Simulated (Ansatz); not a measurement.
Species: HO2 (charge -1, singlet). SMILES of the parent species: [O]O
Structure (B3LYP-D3(BJ)/def2-TZVP (Ansatz, a quantum-chemistry and plane-wave program) minimum search):
```xyz
3

O      0.7265    -0.3717     0.0118
O     -0.5779     0.4130    -0.0122
H     -1.1888    -0.3307     0.0026
```
Charge -1, spin multiplicity 1.

### Question
Give the harmonic wavenumbers at B3LYP-D3(BJ)/def2-TZVP (Ansatz, finite differences of forces, unscaled).

### Answer
778, 1102, 3741 cm⁻¹. Zero-point energy 8.0 kcal/mol.

### Question
From these and the geometry, give the ideal-gas thermochemistry at 298.15 K and 1 atm (rigid rotor, harmonic oscillator).

### Answer
Point group Cs, rotational symmetry number 1. Rotational constants 595.8, 26.09, 24.99 GHz. S(trans) 36.41, S(rot) 17.37, S(vib) 0.29, S(elec, spin only) 0.00, S 54.1 cal/(mol K). H(298) - H(0) 2.44 kcal/mol; G - E(el) -5.6 kcal/mol.
